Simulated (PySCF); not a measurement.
Isomers of C3H9FOSi2, mass 136.018 u with the commonest isotopes. Method: wB97X-D/def2-SVPD in PySCF (dipole) on a GFN2-xTB geometry, gas phase. One conformer each, none proved a minimum here; rigid rotors.

**Question.** Order these by radius of gyration √(Σ m r²/M), smallest first.
A. `[CH3:1][O:2][C@@H:3]1[SiH2:4][CH2:5][Si@@H:6]1[F:7]` with C1–O2–C3–Si4 176°, O2–C3–Si4–C5 -129°, C3–Si4–C5–Si6 8°, Si4–C5–Si6–F7 104°, O2–C3–Si6–C5 124°
B. `[CH3:1][O:2]/[C:3]([SiH3:4])=[CH:5]\[SiH2:6][F:7]` with C1–O2–C3–Si4 179°, C3–C5–Si6–F7 178°
C. `[OH:1][Si@@H:2]1[CH2:3][SiH2:4][C@H:5]([F:6])[CH2:7]1` with H–O1–Si2–C3 70°, O1–Si2–C3–Si4 -97°, Si2–C3–Si4–C5 1°, C3–Si4–C5–F6 87°, Si4–C5–C7–Si2 45°

**Answer.** C (1.843 Å), A (1.930 Å), B (2.323 Å).

**Question.** Order these by rotational constant C, smallest first.
A. `[CH3:1][O:2]/[C:3]([SiH3:4])=[CH:5]\[SiH2:6][F:7]` with C1–O2–C3–Si4 179°, C3–C5–Si6–F7 178°
B. `[OH:1][Si@@H:2]1[CH2:3][SiH2:4][C@H:5]([F:6])[CH2:7]1` with H–O1–Si2–C3 70°, O1–Si2–C3–Si4 -97°, Si2–C3–Si4–C5 1°, C3–Si4–C5–F6 87°, Si4–C5–C7–Si2 45°
C. `[CH3:1][O:2][C@@H:3]1[SiH2:4][CH2:5][Si@@H:6]1[F:7]` with C1–O2–C3–Si4 176°, O2–C3–Si4–C5 -129°, C3–Si4–C5–Si6 8°, Si4–C5–Si6–F7 104°, O2–C3–Si6–C5 124°

**Answer.** A (695.5 MHz), C (1071 MHz), B (1273 MHz).

**Question.** Order these by dipole moment, smallest first.
A. `[CH3:1][O:2][C@@H:3]1[SiH2:4][CH2:5][Si@@H:6]1[F:7]` with C1–O2–C3–Si4 176°, O2–C3–Si4–C5 -129°, C3–Si4–C5–Si6 8°, Si4–C5–Si6–F7 104°, O2–C3–Si6–C5 124°
B. `[OH:1][Si@@H:2]1[CH2:3][SiH2:4][C@H:5]([F:6])[CH2:7]1` with H–O1–Si2–C3 70°, O1–Si2–C3–Si4 -97°, Si2–C3–Si4–C5 1°, C3–Si4–C5–F6 87°, Si4–C5–C7–Si2 45°
C. `[CH3:1][O:2]/[C:3]([SiH3:4])=[CH:5]\[SiH2:6][F:7]` with C1–O2–C3–Si4 179°, C3–C5–Si6–F7 178°

**Answer.** B (1.96 D), A (2.12 D), C (2.36 D).

| SMILES | point group | Ia (u·Å²) | Ib (u·Å²) | Ic (u·Å²) | κ | μa (D) | μb (D) | μc (D) |
| --- | --- | --- | --- | --- | --- | --- | --- | --- |
| CO/C([SiH3])=C\[SiH2]F | near Cs | 188.05 | 553.57 | 726.64 | -0.78 | 1.21 | 2.02 | 0.03 |
| CO[C@@H]1[SiH2]C[Si@@H]1F | C1 | 237.62 | 304.08 | 471.84 | 0.12 | 0.71 | 0.39 | 1.96 |
| O[Si@@H]1C[SiH2][C@H](F)C1 | C1 | 215.05 | 311.68 | 396.93 | -0.35 | 1.30 | 0.78 | 1.25 |
